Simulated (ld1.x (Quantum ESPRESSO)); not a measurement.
Configuration tests for vanadium (V) (RRKJ)

V (Z = 23), norm-conserving RRKJ (Kleinman–Bylander form), made with ld1.x (Quantum ESPRESSO) 7.5 (LDA (PZ), scalar-relativistic). Core [Ne], reference 3s2 3p6 3d3 4s1 4p0 (charge +1). Waves: 3s (bound): rc 1.60 bohr; 3p (bound): rc 0.95 bohr; 3d (bound): rc 1.65 bohr. Local part: the d channel. Core correction: none. rho0 = 0.01.

Occupied shells without a wave of their own: 4s. They enter only through the test configuration that unscreens the potential.

Energies are relative to the spin-unpolarised reference configuration 3s2 3p6 3d3 4s1 4p0; without spin polarisation the order of configurations can differ from experiment. Spin-polarised rows fill each open shell by Hund’s rule, majority spin first.

```tsv
valence configuration	charge	ΔE all-electron (eV)	error AE − PS (meV)
3s2 3p6 3d3 4s0 4p0	+2	14.545	+452
3s2 3p6 3d2 4s0 4p0	+3	43.704	+664
3s1 3p6 3d3 4s2 4p0	+1	69.102	-503
3s2 3p6 3d3.5 4s1.5 4p0	0	-7.914	-125
3s2 3p6 3d1 4s0 4p0	+4	89.836	+1064
3s2 3p6 3d3 4s1 4p0 (spin-polarised)	+1	-2.369	+131
3s2 3p6 3d3 4s2 4p0 (spin-polarised)	0	-9.569	-124
```

Task: What are ΔE and the potential's error for 3s2 3p6 3d3 4s2 4p0?

Result: ΔE = -7.941 eV all-electron; the error (AE − PS) is -275 meV.

Task: What are ΔE and the potential's error for 3s2 3p5 3d3 4s2 4p0?

Result: ΔE = 42.944 eV all-electron; the error (AE − PS) is -552 meV.

Levels in the configuration 3s2 3p6 3d3 4s0 4p0:

```csv
level,all-electron (eV),pseudo (eV)
3s,-86.449,-86.243
3p,-60.571,-60.363
3d,-21.585,-21.404
```

The 4s level has no wave, so the channel is fitted at the deeper level alone: the likely source of the large errors.

The potential misses its own reference levels by up to 0.4 eV.
